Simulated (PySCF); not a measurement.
# Property card for `N#C[C][SiH3]` [triplet]

Species: C2H3NSi (triplet state).
Cartesian coordinates in Å at the GFN2-xTB level; atoms count from 1:
```
atom  x, y, z in Å
N1     3.111    0.016    0.635
C2     1.946    0.009    0.396
C3     0.681    0.004    0.135
Si4   -1.109   -0.005   -0.232
H5    -1.810   -0.385    0.997
H6    -1.338   -0.981   -1.300
H7    -1.478    1.347   -0.659
```

From GFN2-xTB geometry:

```yaml
Point_group_of_the_GFN2-xTB_geometry: C3v
Rotational_constants_A_B_C_of_the_GFN2-xTB_geometry: 85.674, 2.326, 2.326 GHz
```

From UKS B3LYP, pcH-1 on C H N Si, non-relativistic, mean-field spin-orbit, GIAO (PySCF):

```yaml
Isotropic_g_value: 2.00269
Principal_g_values: 2.00214, 2.00297, 2.00297
Spin_squared_⟨S²⟩: 2.046
Largest_Mulliken_spin_population: 1.48 on C3
Largest_isotropic_hyperfine_couplings_means_over_sets_of_like_nuclei: 13C +63.4 (C3), 13C -55.4 (C2), 1H +34.8 (H5/H6/H7), 29Si +32.3 (Si4), 14N +11.1 (N1) MHz
```

Monoisotopic mass from the formula: 69.0035 u.

g_iso is shifted by about +370 ppm from the free-electron value 2.002319; the principal values span 0.0008. The rotational constants are those of a prolate symmetric top. With B = h/(8π²I), that is 505.379 GHz u Å² over I, the principal moments of inertia are 5.9, 217.2 and 217.2 u Å² (most abundant isotopes); the inertial defect Ic − Ia − Ib is -5.9 u Å² (zero for a rigid planar frame, negative otherwise). ⟨S²⟩ is 0.046 above the pure-spin value S(S + 1) = 2.00.

Isolated species at its GFN2-xTB geometry, gas phase. This triplet need not be the ground state; the singlet was not compared here. Hyperfine couplings depend on the geometry, which wasn't re-optimised at a DFT level.

For the EPR job (B3LYP), on one thread, Arm Neoverse V2 (shared host), this took 11 s.
